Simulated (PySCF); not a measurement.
C₃H₅ClF₂. Atoms are numbered in the order given.

```xyz
11

C     -1.7364    -0.1873     0.0351
C     -0.4653     0.6179    -0.0818
F     -0.1245     1.1094     1.1417
F     -0.6835     1.7007    -0.8922
C      0.7415    -0.1004    -0.6749
Cl     1.1804    -1.5492     0.2508
H     -1.5746    -1.0442     0.7015
H     -2.5229     0.4587     0.4498
H     -2.0471    -0.5479    -0.9557
H      1.5921     0.5940    -0.6667
H      0.5205    -0.3962    -1.7086
```
Charge 0, spin multiplicity 1.

Geometry optimised at ωB97X-D3(BJ)/def2-SVP. Other conformers were not sampled.

All values below come from SMD-B3LYP/6-31G* in PySCF.

Solvation free energies are E(SMD) − E(gas) at the gas-phase geometry, for 1 M in both phases. In vacuum the dipole moment is 1.56 D.

```
solvent     ΔG(solv) (kcal/mol)  its non-electrostatic (CDS) part  dipole (D)
----------  -------------------  --------------------------------  ----------
water                      -1.2                               3.5        2.07
n-hexane                      …                                 …           …
2-propanol                 -5.3                              -0.9        2.03
```

### Question
Complete the blanks. (An estimate is asked for; the answer gives what the named calculation found.)

### Answer

- n-hexane, ΔG(solv) (kcal/mol): -3.2
- n-hexane, its non-electrostatic (CDS) part: -1.5
- n-hexane, dipole (D): 1.72
